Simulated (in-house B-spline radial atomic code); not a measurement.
Orbital energies and mean radii along the 43-electron series, configuration [Kr] 4d7. The effective charge is n√(-2ε), a non-relativistic measure. Computed with an all-electron radial atomic-structure program (B-spline basis): Dirac-Hartree-Fock, average of the configuration, finite nuclei.

```csv
ion,Z,energy of 4d3/2 (Eh),mean radius of 4d3/2 (bohr),energy of 3d3/2 (Eh),mean radius of 3d3/2 (bohr),energy of 3p3/2 (Eh),mean radius of 3p3/2 (bohr),energy of 4d5/2 (Eh),mean radius of 4d5/2 (bohr),effective charge of 4d3/2
Ru+,44,-0.66211,1.6056,-11.563,0.38106,-18.149,0.40411,-0.64907,1.6273,4.603
Rh2+,45,-1.1931,1.4227,-13.155,0.36736,-20.004,0.39169,-1.1761,1.439,6.1789
Pd3+,46,-1.8173,1.291,-14.898,0.35462,-22.012,0.37998,-1.7955,1.3045,7.6258
Ag4+,47,-2.5249,1.1888,-16.78,0.34273,-24.16,0.36892,-2.4978,1.2005,8.9888
Cd5+,48,-3.3108,1.1055,-18.794,0.33161,-26.442,0.35846,-3.2776,1.1161,10.293
In6+,49,-4.1715,1.0358,-20.935,0.32118,-28.853,0.34854,-4.1314,1.0455,11.554
Sn7+,50,-5.1048,0.97592,-23.201,0.31137,-31.389,0.33913,-5.057,0.98506,12.781
Sb8+,51,-6.1091,0.92376,-25.59,0.30214,-34.05,0.33019,-6.0528,0.93243,13.982
Te9+,52,-7.1833,0.87771,-28.099,0.29342,-36.832,0.32169,-7.1175,0.88601,15.161
I10+,53,-8.3264,0.83663,-30.729,0.28518,-39.737,0.31359,-8.2502,0.84463,16.323
Xe11+,54,-9.5378,0.79966,-33.479,0.27738,-42.761,0.30587,-9.4501,0.80742,17.47
```

(1) How does the screening of 4d3/2 change?

Results:

(1) Z less the effective charge goes from 39.40 at Z = 44 to 36.53 at Z = 54.
